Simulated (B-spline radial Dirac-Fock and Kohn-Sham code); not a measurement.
ΔSCF core binding energies without Breit or QED terms, calculated with a B-spline atomic structure program.

A sound run for the Cd atom, configuration [Kr] 4d10 5s2: The ground state converged in 11 iterations, with total energy -5593.31918 Ha, virial ratio 1.95354 and highest orbital energy -7.66 eV. ΔSCF binding energies: K (1s) 26802.0 eV, L3 (2p3/2) 3551.7 eV, M5 (3d5/2) 411.5 eV.

A second run, with one unsound setting: The ground state converged in 13 iterations, with total energy -121.89099 Ha, virial ratio 22.43025 and highest orbital energy -0.87 eV. ΔSCF binding energies: K (1s) 15.61 eV, L3 (2p3/2) 14.44 eV, M5 (3d5/2) 12.18 eV.

```
iter   energy (Ha)        error
   1      -68.06360444  2.28e-01
   2      -53.80733446  1.02e+00
   3     -118.88477713  1.38e-01
   4     -121.08579435  7.76e-02
   5     -121.77475032  2.62e-02
   6     -121.78414516  2.37e-02
   7     -121.88964734  2.05e-03
   8     -121.89092133  3.49e-04
   9     -121.89098570  8.73e-05
  13     -121.89098966  3.32e-07
```

Question: Which fault fits the second run best?
A. nuclear radius in wrong units
B. speed of light below Z
C. too few iterations
D. damping too heavy

Answer: A. The input had radius_factor = 100000.0: radius_factor inflates the nucleus far beyond its size, which weakens the binding of the inner electrons.
